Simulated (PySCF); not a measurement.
Calculation: PBE-D3(BJ)/def2-TZVP // r2SCAN-D4/def2-SVP (PySCF). Isolated molecules, 0 K electronic values unless said otherwise. One relaxed conformer stands for a flexible species; it need not be the lowest. 

Reference species: [Zn(OH)(SH)] (neutral, multiplicity 1).

```
Item                                         Value
----------------------------------------  --------
charge on the central atom (meta-Löwdin)    1.15 e
LUMO                                      -1.88 eV
```

Changed species: [Zn(OH)2] (0 of 2 OH replaced by SH; the reference has 1 of 2 OH replaced by SH).

Task: What does the change do to the charge on the central atom (meta-Löwdin) and LUMO?

Result: the charge on the central atom (meta-Löwdin) rises by 0.09 e, to 1.24 e; the LUMO decreases by 0.05 eV, to -1.93 eV.
